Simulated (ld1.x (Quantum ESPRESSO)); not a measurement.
**Scattering properties, ultrasoft potential for silicon**

| Property | Result |
| --- | --- |
| Element | Si |
| Generator | ld1.x (Quantum ESPRESSO) 7.5 |
| Type | ultrasoft |
| Functional | PBE |
| Relativity | scalar-relativistic |
| Frozen core | [Ne] |
| Valence charge | 4 |
| Reference configuration | 3s2 3p2 |
| Partial waves | 3s (bound): rcut 1.25, rcutus 1.55 bohr; 3s channel at 0.65 Ry: rcut 1.25, rcutus 1.55 bohr; 3p (bound): rcut 1.55, rcutus 2.10 bohr; 3p channel at 0.05 Ry: rcut 1.55, rcutus 2.10 bohr |
| Local potential | all-electron potential smoothed inside 1.70 bohr (lloc = -1) |
| Core correction | Bessel-smoothed model core, default radius (core density twice the valence density) |
| Augmentation charge | PSQ, inside the norm-conserving radii |

The phase is arctan(r·u′/u) with u = r·R(r), unwrapped; energies in Ry, scanned from -3 to 5 Ry. A pole is an energy at which the radial function vanishes at the test radius. The pseudo phase is shifted by a multiple of π to meet the all-electron one at the reference energy, and phase errors are pseudo minus all-electron; the curves can meet again beyond the range given. Levels narrower than the energy grid can be missing from the lists of poles.

```
channel  radius (bohr)  reference energy (Ry)  poles, all-electron  poles, pseudo  unbroken range about the reference energy with phases within 0.05 rad  phase error 1 Ry above the reference energy (rad)
      s           2.29                  -0.79                 0.86     0.86, 4.77                                                              below 3.7                                             +0.000
      p           2.29                  -0.30                 1.79           1.78                                                              below 4.5                                             -0.000
```

Phases in the s channel:

```json
{"E (Ry)": "-3.00", "all-electron": "1.223", "pseudo": "1.223"}
{"E (Ry)": "-2.76", "all-electron": "1.193", "pseudo": "1.193"}
{"E (Ry)": "-2.52", "all-electron": "1.155", "pseudo": "1.155"}
{"E (Ry)": "-2.28", "all-electron": "1.103", "pseudo": "1.103"}
{"E (Ry)": "-2.04", "all-electron": "1.031", "pseudo": "1.031"}
{"E (Ry)": "-1.80", "all-electron": "0.924", "pseudo": "0.924"}
{"E (Ry)": "-1.56", "all-electron": "0.750", "pseudo": "0.750"}
{"E (Ry)": "-1.32", "all-electron": "0.447", "pseudo": "0.447"}
{"E (Ry)": "-1.08", "all-electron": "-0.056", "pseudo": "-0.056"}
{"E (Ry)": "-0.84", "all-electron": "-0.615", "pseudo": "-0.615"}
{"E (Ry)": "-0.60", "all-electron": "-0.992", "pseudo": "-0.992"}
{"E (Ry)": "-0.36", "all-electron": "-1.207", "pseudo": "-1.207"}
{"E (Ry)": "-0.12", "all-electron": "-1.336", "pseudo": "-1.336"}
{"E (Ry)": "0.12", "all-electron": "-1.422", "pseudo": "-1.422"}
{"E (Ry)": "0.36", "all-electron": "-1.483", "pseudo": "-1.483"}
{"E (Ry)": "0.60", "all-electron": "-1.530", "pseudo": "-1.530"}
{"E (Ry)": "0.84", "all-electron": "-1.568", "pseudo": "-1.568"}
{"E (Ry)": "1.08", "all-electron": "-1.600", "pseudo": "-1.600"}
{"E (Ry)": "1.32", "all-electron": "-1.628", "pseudo": "-1.629"}
{"E (Ry)": "1.56", "all-electron": "-1.655", "pseudo": "-1.655"}
{"E (Ry)": "1.80", "all-electron": "-1.680", "pseudo": "-1.680"}
{"E (Ry)": "2.04", "all-electron": "-1.705", "pseudo": "-1.705"}
{"E (Ry)": "2.28", "all-electron": "-1.730", "pseudo": "-1.732"}
{"E (Ry)": "2.52", "all-electron": "-1.758", "pseudo": "-1.760"}
{"E (Ry)": "2.76", "all-electron": "-1.788", "pseudo": "-1.792"}
{"E (Ry)": "3.00", "all-electron": "-1.822", "pseudo": "-1.830"}
{"E (Ry)": "3.24", "all-electron": "-1.863", "pseudo": "-1.877"}
{"E (Ry)": "3.48", "all-electron": "-1.913", "pseudo": "-1.940"}
{"E (Ry)": "3.72", "all-electron": "-1.977", "pseudo": "-2.036"}
{"E (Ry)": "3.96", "all-electron": "-2.064", "pseudo": "-2.210"}
{"E (Ry)": "4.20", "all-electron": "-2.188", "pseudo": "-2.646"}
{"E (Ry)": "4.44", "all-electron": "-2.376", "pseudo": "-3.827"}
{"E (Ry)": "4.68", "all-electron": "-2.667", "pseudo": "-4.571"}
{"E (Ry)": "4.92", "all-electron": "-3.082", "pseudo": "-4.880"}
```
